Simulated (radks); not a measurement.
Results of a calculation; reference values are marked as such.
Charge is removed step by step from the 4p up level of neutral germanium, starting from [Ar] 3d10 4s2 4p(up 2, down 0). Code: a radial shooting solver on a logarithmic mesh with Libxc functionals. Model: non-relativistic Kohn-Sham, TPSS, spin-polarised, spherical densities, point nucleus; meta-GGA in the generalised Kohn-Sham scheme.

removed (e)	E - E(0) (eV)	eigenvalue (eV)	E minus straight line (eV)
0	0.000	-4.499	0.000
0.25	1.335	-6.194	-0.668
0.5	3.104	-7.968	-0.903
0.75	5.324	-9.809	-0.685
1	8.013	-11.706	0.000

Removing the whole electron costs 8.013 eV by Delta-SCF, against 4.499 eV from minus the eigenvalue at the starting occupation. Slater's transition state (half an electron removed) gives 7.968 eV. Integrating minus the eigenvalue over the occupation (Janak's theorem) gives 8.013 eV. The mean slope of the eigenvalue, de/dn, is 7.21 eV per electron. Ionisation energy of Ge in the NIST Atomic Spectra Database: 7.899 eV (measured).
